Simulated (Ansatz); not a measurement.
Cost and result for the atomization energy of `CC(C)=[O+][GaH3-]` (14 atoms, 13 bonds).

Z-matrix (Å, degrees):
```
C
C 1 1.489
H 1 1.094 2 109.3
H 1 1.088 2 111.0 3 -121.8
H 1 1.094 2 109.4 3 116.2
C 2 1.489 1 118.9 3 -58.5
O 2 1.224 1 119.6 3 121.5
H 6 1.094 2 108.6 1 -122.1
H 6 1.088 2 112.7 1 0.5
H 6 1.094 2 108.7 1 123.2
Ga 7 2.113 2 126.5 1 -180.0
H 11 1.586 7 97.4 2 -58.7
H 11 1.570 7 98.5 2 179.9
H 11 1.586 7 97.4 2 58.6
```

Charge 0, multiplicity 1. Correlated methods include outer-core shells of Ga, which these sets cover unevenly. Scalar relativity is left out up to krypton. The structure was optimised at the PBE0-D4/def2-TZVP level. Program: Ansatz. All runs use 4 threads of an Intel Xeon 6975P-C on a shared host. Times are those of one run each, without the atoms' runs, and a repeat can differ threefold. Electronic energies, without spin–orbit coupling; frozen cores. CCSD(T)/CBS adds CCSD(T) − MP2 in def2-TZVPP to the MP2 limit, and its time is that of the two runs behind it. T1 = 0.015. With those shells the extrapolation isn't a true limit.

CCSD(T)/CBS is a level of theory with its own doubt, some kJ/mol a heavy atom from the limit and from the frozen cores, so smaller differences don't rank the functionals.

```tsv
level	functions	wall time
LDA (SPW92)/def2-TZVPP	298	1 s
PBE-D4/def2-TZVPP (with forces)	298	1.9 s
BHLYP-D4/def2-TZVPP	298	2.6 s
r2SCAN-D4/def2-TZVPP (with forces)	298	3.1 s
r2SCANh-D4/def2-TZVPP	298	3.7 s
B2PLYP/def2-TZVPP	298	4.7 s
PBE-QIDH/def2-TZVPP	298	4.8 s
ωB97X-V/def2-TZVPP	298	5.5 s
B97M-V/def2-TZVPP	298	6 s
CCSD(T)/def2-SVP	133	6.5 s
MP2/def2-QZVPP	587	25 s
CCSD(T)/def2-TZVPP	298	3.9 min
CCSD(T)/CBS(def2)	–	4.3 min
```

(1) What atomization energy does each give, and how far from CCSD(T)/CBS? (Estimate.)

Results:

(1) Ansatz gave: 
| level | atomization (kcal/mol) | difference from CCSD(T)/CBS | per bond |
| --- | --- | --- | --- |
| LDA (SPW92)/def2-TZVPP | 1362.5 | 166.7 | 12.8 |
| PBE-D4/def2-TZVPP (with forces) | 1212.8 | 17.0 | 1.3 |
| BHLYP-D4/def2-TZVPP | 1164.5 | -31.3 | -2.4 |
| r2SCAN-D4/def2-TZVPP (with forces) | 1200.5 | 4.7 | 0.4 |
| r2SCANh-D4/def2-TZVPP | 1193.9 | -1.9 | -0.2 |
| B2PLYP/def2-TZVPP | 1182.4 | -13.4 | -1.0 |
| PBE-QIDH/def2-TZVPP | 1188.8 | -7.0 | -0.5 |
| ωB97X-V/def2-TZVPP | 1198.3 | 2.5 | 0.2 |
| B97M-V/def2-TZVPP | 1203.7 | 7.9 | 0.6 |
| CCSD(T)/def2-SVP | 1147.9 | -47.9 | -3.7 |
| MP2/def2-QZVPP | 1195.7 | -0.1 | 0.0 |
| CCSD(T)/def2-TZVPP | 1172.5 | -23.3 | -1.8 |
| CCSD(T)/CBS(def2) | 1195.8 | 0.0 | 0.0 |

At CCSD(T), def2-SVP lies −47.9 kcal/mol from the extrapolated value and def2-TZVPP −23.3 kcal/mol: correlation converges slowly with the basis, and small sets miss more of it in the bonded molecule than in its fragments. The D4 term adds +10.7 kcal/mol with B3LYP and +5.6 kcal/mol with PBE0; it sums over pairs of atoms, weighted by their polarisabilities, and B3LYP, whose exchange is more repulsive, gets the larger term. From r2SCAN to r2SCAN0 (25 % exact exchange), in def2-TZVPP and without D4, the atomization energy moves by −16.3 kcal/mol: exact exchange takes away binding that semilocal exchange gives to molecules.

B3LYP here is the variant with VWN-RPA as its local correlation; programs differ in this.
